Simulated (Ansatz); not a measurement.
Breaking the Ge1–Ge2 bond in Ge2H6 (SMILES [GeH3][GeH3]) (multiplicity 1 held, fragments rigid). Energies count from the point at 2.436 Å.
Geometry at that point (charge 0, multiplicity 1):
```xyz
8

Ge    -1.21412     0.09497    -0.01554
Ge     1.21412    -0.09497     0.01554
H     -1.81564    -0.88367    -1.03992
H     -1.63545     1.52474    -0.39913
H     -1.79544    -0.23068     1.37187
H      1.63545    -1.52474     0.39913
H      1.81564     0.88367     1.03992
H      1.79544     0.23068    -1.37187
```

Restricted levels (R-, RO-) in cc, def2 and unpolarised 6-31G sets keep to the state of the molecule at rest. Unrestricted levels (U-) break spin symmetry where that is lower. Curves can end on different states.

Codes used: Ansatz (Gaussian basis) for Hartree–Fock, density functionals and correlated methods. 

**Question.** One of these levels gives 51.50 kcal/mol for the energy at R = 7.795 Å. Which?
(A) U-r2SCAN/cc-pVTZ
(B) U-HF/cc-pVTZ
(C) R-HF/cc-pVTZ
(D) R-PBE/cc-pVTZ

**Answer.** B, U-HF/cc-pVTZ. The others give 143.08 (R-HF/cc-pVTZ), 87.23 (R-PBE/cc-pVTZ), 69.45 (U-r2SCAN/cc-pVTZ)

Doubts at one or more of the structures used: a restricted determinant that unrestricted orbitals would lower (R-HF/cc-pVTZ, R-PBE/cc-pVTZ); a spin-contaminated determinant (U-HF/cc-pVTZ, U-r2SCAN/cc-pVTZ).

Ansatz is an electronic-structure program.
